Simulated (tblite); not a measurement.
Compound: C₆H₁₀BNO.
SMILES with atom numbers: `[CH3:1][CH2:2][c:3]1[cH:4][o:5][c:6]([BH:7][NH2:8])[cH:9]1` (hydrogens: H10, H11, H12 on C1; H13, H14 on C2; H15 on C4; H16 on B7; H17, H18 on N8; H19 on C9)

Computed with GFN2-xTB (tblite), gas phase: L-BFGS steps from a force-field or distance-geometry start until the largest atomic force falls under 0.01 eV/Å.

Step 77: E = -712.5671 eV
```
atom  x, y, z in Å  |  force x, y, z in eV/Å
C1      2.9869   -0.6700    0.2822   -0.014   0.080   0.102
C2      2.2179    0.6585    0.2501    0.006   0.030  -0.012
C3      0.7955    0.4746   -0.1698    0.042  -0.001  -0.078
C4      0.2159    0.7660   -1.3697   -0.019  -0.008   0.025
O5     -1.0925    0.4444   -1.3623    0.019   0.061  -0.008
C6     -1.3873   -0.0863   -0.1440    0.069  -0.049  -0.067
B7     -2.7885   -0.6934    0.1825   -0.234   0.071  -0.018
N8     -3.9515    0.0454    0.0505    0.150  -0.067   0.022
C9     -0.2472   -0.0831    0.6138    0.096   0.072   0.022
H10     2.5735   -1.3318    1.0391   -0.129  -0.036  -0.062
H11     2.9516   -1.1753   -0.6840   -0.061   0.122   0.097
H12     4.0288   -0.5000    0.5446    0.032   0.078  -0.062
H13     2.2122    1.1121    1.2473    0.136  -0.102  -0.029
H14     2.7201    1.3554   -0.4284   -0.072  -0.084  -0.009
H15     0.6224    1.1927   -2.2695   -0.082  -0.048   0.067
H16    -2.8531   -1.8057    0.5562   -0.041   0.066   0.031
H17    -4.8702   -0.3253    0.2298    0.032  -0.006   0.015
H18    -3.9768    1.0175   -0.2125    0.061  -0.045  -0.090
H19    -0.1675   -0.3864    1.6363    0.009  -0.135   0.054
```

Step 78: E = -712.5745 eV
```
atom  x, y, z in Å  |  force x, y, z in eV/Å
C1      2.9800   -0.6724    0.2818    0.029   0.058   0.067
C2      2.2165    0.6570    0.2452    0.042   0.060   0.018
C3      0.7925    0.4820   -0.1717    0.052   0.052   0.005
C4      0.2011    0.7843   -1.3633    0.046  -0.052   0.016
O5     -1.1044    0.4536   -1.3500    0.071   0.016  -0.027
C6     -1.3831   -0.0969   -0.1370    0.011   0.072  -0.030
B7     -2.7823   -0.7024    0.1889   -0.301   0.133   0.035
N8     -3.9417    0.0395    0.0434    0.131  -0.015  -0.041
C9     -0.2430   -0.0749    0.6206    0.055  -0.090  -0.031
H10     2.5709   -1.3354    1.0385   -0.182  -0.049  -0.063
H11     2.9508   -1.1713   -0.6856   -0.090   0.049   0.051
H12     4.0215   -0.5074    0.5444    0.083   0.119  -0.041
H13     2.2233    1.1078    1.2428    0.082  -0.058  -0.009
H14     2.7247    1.3482   -0.4331   -0.069  -0.056  -0.039
H15     0.6059    1.2077   -2.2654   -0.098  -0.028   0.065
H16    -2.8621   -1.8001    0.5884   -0.001  -0.041   0.043
H17    -4.8667   -0.3230    0.2100    0.072   0.015   0.021
H18    -3.9524    1.0059   -0.2443    0.027  -0.075  -0.072
H19    -0.1615   -0.3930    1.6391    0.040  -0.109   0.031
```

Step 79: E = -712.5786 eV
```
atom  x, y, z in Å  |  force x, y, z in eV/Å
C1      2.9693   -0.6890    0.2761    0.047   0.020   0.047
C2      2.2216    0.6498    0.2406    0.036   0.036   0.015
C3      0.7931    0.4974   -0.1705    0.055   0.057   0.046
C4      0.1885    0.8216   -1.3507    0.096  -0.069   0.036
O5     -1.1166    0.4925   -1.3307    0.088  -0.035   0.021
C6     -1.3809   -0.0810   -0.1241   -0.067   0.082   0.026
B7     -2.7709   -0.6997    0.2146   -0.379   0.086   0.077
N8     -3.9418    0.0174    0.0111    0.249   0.071  -0.093
C9     -0.2357   -0.0626    0.6272    0.028  -0.146  -0.063
H10     2.5665   -1.3449    1.0440   -0.185  -0.017  -0.097
H11     2.9237   -1.1927   -0.6887   -0.106   0.047   0.067
H12     4.0177   -0.5361    0.5209    0.061   0.135  -0.034
H13     2.2374    1.0958    1.2383    0.082  -0.020   0.034
H14     2.7376    1.3338   -0.4362   -0.045  -0.022  -0.073
H15     0.5859    1.2597   -2.2482   -0.090  -0.026   0.044
H16    -2.8276   -1.7833    0.6816   -0.023   0.199  -0.068
H17    -4.8641   -0.3526    0.1727    0.047   0.013   0.037
H18    -3.9617    0.9717   -0.3300    0.047  -0.302   0.007
H19    -0.1519   -0.3884    1.6445    0.059  -0.110  -0.030
```

Q: Estimate the geometry and energy of step 80. (The exact step hangs on the optimiser's Hessian estimate; all steps are aligned on step 79, rigid shifts and turns removed.)

A: E = -712.5874 eV, largest force 0.207 eV/Å
```
atom  x, y, z in Å  |  force x, y, z in eV/Å
C1      2.9690   -0.6879    0.2776    0.040  -0.025  -0.008
C2      2.2225    0.6499    0.2365    0.032   0.015   0.030
C3      0.7926    0.5000   -0.1680    0.021   0.026   0.114
C4      0.1805    0.8261   -1.3431    0.107  -0.061   0.022
O5     -1.1227    0.4936   -1.3204    0.089  -0.056   0.048
C6     -1.3788   -0.0860   -0.1153   -0.111   0.089   0.093
B7     -2.7728   -0.7020    0.2212   -0.185   0.072   0.059
N8     -3.9354    0.0159    0.0027    0.115  -0.010  -0.063
C9     -0.2316   -0.0628    0.6345   -0.019  -0.183  -0.075
H10     2.5586   -1.3492    1.0368   -0.161   0.007  -0.065
H11     2.9265   -1.1879   -0.6881   -0.094   0.017   0.020
H12     4.0172   -0.5356    0.5242    0.040   0.125  -0.008
H13     2.2480    1.0961    1.2326    0.063   0.036   0.047
H14     2.7342    1.3241   -0.4503   -0.005   0.035  -0.075
H15     0.5683    1.2706   -2.2395   -0.045  -0.002  -0.013
H16    -2.8357   -1.7798    0.6893   -0.019   0.105  -0.021
H17    -4.8618   -0.3479    0.1560    0.049   0.019   0.036
H18    -3.9427    0.9623   -0.3469    0.018  -0.114  -0.052
H19    -0.1457   -0.3900    1.6527    0.064  -0.094  -0.089
```

The energy changes by -0.0087 eV. The first-order estimate −F·Δx gives -0.0115 eV and the mean of the old and new forces, exact on a quadratic surface, -0.0087 eV. The step makes an angle of 74° with the force vector and moves no atom by more than 0.027 Å.

What follows is the cost of the whole relaxation. On one thread of an Arm Neoverse N1, on a shared host, this took 2.0 s.
